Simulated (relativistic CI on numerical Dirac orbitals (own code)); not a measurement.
d8 in a ligand field

Computed with a parametric ligand-field model of a d^n configuration (Racah B and C, spin-orbit zeta, crystal field), exact diagonalisation.

Field parameters in Wybourne normalisation: Oh B⁴₀ = 21Dq, B⁴₄ = √(5/14) B⁴₀. The field is a parameter set, without covalency.

Lowest levels for B = 430, C = 1930, ζ = 4000 cm⁻¹, Oh, 10Dq = 36450 cm⁻¹?

T2 0 (S 1.00), E 7016 (S 0.07), A1 13754 (S 0.08), E 34489 (S 0.99), T1 34865 (S 0.96), T2 36656 (S 0.91), A2 39614 (S 1.00), T2 42114 (S 0.92), T1 43522 (S 0.97) cm⁻¹, with S from ⟨S²⟩ = S(S + 1). The ground level has 2.03 electrons in the cubic e pair.

Lowest levels for B = 940, C = 4500, ζ = 860 cm⁻¹, Oh, 10Dq = 4800 cm⁻¹?

T2 0 (S 1.00), E 4413 (S 1.00), T1 4670 (S 1.00), T2 5378 (S 1.00), A2 5542 (S 1.00), A1 7344 (S 1.00), T1 8202 (S 1.00), T2 9374 (S 1.00), E 9405 (S 0.98) cm⁻¹, with S from ⟨S²⟩ = S(S + 1). The ground level has 2.05 electrons in the cubic e pair.

Lowest levels for B = 560, C = 2470, ζ = 3500 cm⁻¹, Oh, 10Dq = 20100 cm⁻¹?

T2 0 (S 0.99), E 8526 (S 0.21), A1 16149 (S 0.30), E 18951 (S 0.97), T1 19103 (S 0.97), T2 21290 (S 0.94), A2 23316 (S 1.00), T2 27403 (S 0.92), T1 27878 (S 0.98) cm⁻¹, with S from ⟨S²⟩ = S(S + 1). The ground level has 2.06 electrons in the cubic e pair.

Lowest levels for B = 860, C = 3980, ζ = 700 cm⁻¹, Oh, 10Dq = 19650 cm⁻¹?

T2 0 (S 1.00), E 14492 (S 0.05), T1 19488 (S 1.00), E 19551 (S 0.98), T2 19871 (S 1.00), A2 20063 (S 1.00), A1 25404 (S 0.21), T1 27994 (S 1.00), A1 28170 (S 0.91) cm⁻¹, with S from ⟨S²⟩ = S(S + 1). The ground level has 2.00 electrons in the cubic e pair.

Lowest levels for B = 500, C = 2560, ζ = 450 cm⁻¹, Oh, 10Dq = 32050 cm⁻¹?

T2 0 (S 1.00), E 9067 (S 0.00), A1 17128 (S 0.00), E 31926 (S 1.00), T1 31934 (S 1.00), T2 32167 (S 1.00), A2 32292 (S 1.00), T2 37675 (S 1.00), E 37711 (S 1.00) cm⁻¹, with S from ⟨S²⟩ = S(S + 1). The ground level has 2.00 electrons in the cubic e pair.
